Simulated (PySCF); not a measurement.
C6H12OS.
Z-matrix (Å and degrees, PBE0-D3(BJ)/def2-SVP geometry), rows numbered from 1:
```
O 
S   1  1.5049
C   2  1.8317  1  105.22
C   3  1.5215  2  115.16  1  -165.57
C   4  1.5301  3  116.11  2   -41.43
C   5  1.5326  4  116.41  3   -45.87
C   6  1.5280  5  114.28  4    91.14
C   7  1.5173  6  116.94  5   -68.95
H   3  1.1013  2  106.16  1    68.27
H   3  1.0999  2  102.13  1   -43.81
H   4  1.1017  3  109.31  2    81.41
H   4  1.1033  3  107.47  2  -164.23
H   5  1.1013  4  107.51  3  -169.15
H   5  1.1045  4  109.10  3    77.13
H   6  1.1013  5  108.61  4  -149.24
H   6  1.1049  5  110.44  4   -33.95
H   7  1.1029  6  109.16  5   169.50
H   7  1.1041  6  108.52  5    54.89
H   8  1.1026  2  104.88  1   -55.38
H   8  1.1009  2  102.24  1    56.48
```

ESP-fitted charges (e) from the PBE0/pcSseg-1 density (PySCF), one withheld:

```json
{"atom": "O1", "bonded to": "S2", "charge": "-0.5038"}
{"atom": "S2", "bonded to": "O1 C3 C8", "charge": "+0.2936"}
{"atom": "C3", "bonded to": "S2 C4 H9 H10", "charge": "-0.1013"}
{"atom": "C4", "bonded to": "C3 C5 H11 H12", "charge": "?"}
{"atom": "C5", "bonded to": "C4 C6 H13 H14", "charge": "+0.0811"}
{"atom": "C6", "bonded to": "C5 C7 H15 H16", "charge": "-0.0930"}
{"atom": "C7", "bonded to": "C6 C8 H17 H18", "charge": "-0.0360"}
{"atom": "C8", "bonded to": "C7 S2 H19 H20", "charge": "-0.3042"}
{"atom": "H9", "bonded to": "C3", "charge": "+0.0931"}
{"atom": "H10", "bonded to": "C3", "charge": "+0.1325"}
{"atom": "H11", "bonded to": "C4", "charge": "+0.1101"}
{"atom": "H12", "bonded to": "C4", "charge": "+0.0898"}
{"atom": "H13", "bonded to": "C5", "charge": "+0.0267"}
{"atom": "H14", "bonded to": "C5", "charge": "-0.0087"}
{"atom": "H15", "bonded to": "C6", "charge": "+0.0302"}
{"atom": "H16", "bonded to": "C6", "charge": "+0.0701"}
{"atom": "H17", "bonded to": "C7", "charge": "+0.0449"}
{"atom": "H18", "bonded to": "C7", "charge": "+0.0601"}
{"atom": "H19", "bonded to": "C8", "charge": "+0.1376"}
{"atom": "H20", "bonded to": "C8", "charge": "+0.1715"}
```

(1) What is the charge on C4?

(2) Add each hydrogen's charge to the atom that carries it.

(3) Across which bond do the charges differ most?

(4) Take the bonds between elements whose Pauling electronegativities differ by more than 0.25. In how many does the more electronegative atom carry the lower charge?

(5) How much positive and how much negative charge does this set hold in all?

## Answers

(1) The charges add up to the total charge, 0. The others sum to +0.2943, which leaves -0.2943 e for C4 (ring CH2 carbon); the computed value is -0.2941, the difference coming from rounding.

(2) C3 +0.1243, C4 -0.0942, C5 +0.0991, C6 +0.0073, C7 +0.0690, C8 +0.0049. Atoms without hydrogen keep their charges.

(3) S2–O1: +0.2936 on S2 against -0.5038 on O1, a difference of 0.7974 e. The lower charge is on the more electronegative element of the two (Pauling values: O 3.44, S 2.58).

(4) In 11 of 13; it doesn't in C5–H13 and C5–H14.

(5) +1.3413 e on 13 atoms and -1.3411 e on 7.

The ESP scheme fits charges at the nuclei, held to the total charge, to the electrostatic potential on points at 1.4 to 2.0 times the van der Waals radii. One conformer (not necessarily the lowest) at the PBE0-D3(BJ)/def2-SVP geometry, without solvent, vibrations or thermal averaging.

These values come from a run that also computed NMR shieldings. Time: 30 s of wall time. Hardware: one thread of an x86-64 server, shared host.
